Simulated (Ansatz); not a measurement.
A series at B: from `CB(C)C`, ligands are replaced one by one, each step taking up H₂O and setting free CH₄; n counts the steps. Ansatz, PBE0-D4/def2-TZVP geometries. Each molecule was computed in one conformer, which needn't be the lowest.

```json
{"n": "0", "molecule": "`CB(C)C`", "HOMO energy, ωB97M-V/def2-TZVPP (eV)": "-10.82"}
{"n": "1", "molecule": "`CB(C)O`", "HOMO energy, ωB97M-V/def2-TZVPP (eV)": "-10.74"}
{"n": "2", "molecule": "`CB(O)O`", "HOMO energy, ωB97M-V/def2-TZVPP (eV)": "-11.82"}
{"n": "3", "molecule": "`OB(O)O`", "HOMO energy, ωB97M-V/def2-TZVPP (eV)": "?"}
```

Question: By hand: fit a straight line y = ȳ + b (n − n̄) to the 3 given rows and predict n = 3.

Answer: n̄ = 1.000, ȳ = -11.127; Σ(n − n̄)(y − ȳ) = -1.000, Σ(n − n̄)² = 2.000, so b = -0.500 eV a step. Prediction: -11.127 + (-0.500) × (2.000) = -12.13 eV.

Question: By hand: compare with the computed value, -11.81 eV, and give the steps along the whole series.

Answer: The line misses by 0.32 eV (computed minus predicted). Steps: 0.08, -1.08, 0.01 eV.

The steps change sign along the series, so a line is a poor guide. The highest orbital can change its character along such a series. The miss is 29.6 % of the series' range.
